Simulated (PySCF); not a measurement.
PySCF input for FH6NOSi2, SMILES N[SiH2]O[SiH2]F, PBE/pcSseg-1. Coordinates come from a PBE0-D3(BJ)/def2-SVP optimisation. This is a generated structure with no PubChem entry under its InChIKey; it may be hypothetical. One conformer was computed; it need not be the lowest.

```python
import numpy as np
from pyscf import gto, scf, dft
from pyscf.prop.nmr import rks as nmr

mol = gto.M(
    atom='''
    Si    1.29412159   -0.77108394    0.73884674
    F     2.58522207    0.09821822    0.28658867
    O    -0.00505694   -0.33109561   -0.15068421
    Si   -1.19379463    0.81666543   -0.42235038
    N    -2.71806717    0.15636302   -0.83540799
    H     1.06720113   -0.48741829    2.18146924
    H     1.59900103   -2.19826460    0.47473116
    H    -0.73697926    1.65584176   -1.56113513
    H    -1.35621642    1.59254603    0.84038772
    H    -2.87867166   -0.23764663   -1.75524917
    H    -3.29898518   -0.29293929   -0.13712125
    ''',
    basis='pcSseg-1',
    charge=0,
    spin=0,
    max_memory=1600,
    verbose=3,
)
mf = dft.RKS(mol, xc='pbe')
mf.grids.level = 3
mf.conv_tol = 1e-10
mf.max_cycle = 100
mf.kernel()
n = nmr.NMR(mf)
n.verbose = 2
n.max_cycle_cphf = 60
sigma = n.kernel()
print('atom   isotropic/ppm   span/ppm')
for i, s in enumerate(sigma):
    w = np.linalg.eigvalsh((s + s.T) / 2)
    print(f'{mol.atom_symbol(i):2s}{i + 1:3d} {w.mean():14.3f} {w[2] - w[0]:11.3f}')
```

Output:

```
converged SCF energy = -811.99876369321
atom   isotropic/ppm   span/ppm
Si  1        367.980      28.752
F   2        314.063     171.501
O   3        210.692     165.384
Si  4        376.172      63.990
N   5        222.893      54.528
H   6         25.917       8.287
H   7         26.063       8.844
H   8         26.204       9.251
H   9         26.164       8.745
H  10         29.838      15.760
H  11         29.967      15.972
```

Self-consistency was reached.
